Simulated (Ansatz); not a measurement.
Computed with Ansatz.

A structure relaxed at PBE0-D4/def2-TZVP, charge 0, multiplicity 1:

Cartesian coordinates in Å:
```
N -0.643 1.447 -0.588
Si -0.788 -0.273 -0.732
Si 0.967 -1.149 0.550
F 2.344 -1.004 -0.271
S 0.988 0.006 2.329
H -1.477 2.008 -0.668
H 0.133 1.912 -1.034
H -2.087 -0.648 -0.114
H -0.766 -0.800 -2.129
H 0.879 -2.572 0.957
H 0.451 1.072 1.699
```

Question: Give its formula and SMILES.

Answer: FH6NSSi2, `N[SiH2][SiH](F)S`.

Question: Summarise the bond lengths by kind.

Answer: 1 × N–Si 1.732 Å; 2 × H–N 1.008 to 1.009 Å; 1 × Si–Si 2.344 Å; 3 × H–Si 1.483 to 1.493 Å; 1 × F–Si 1.609 Å; 1 × S–Si 2.121 Å; 1 × H–S 1.350 Å.
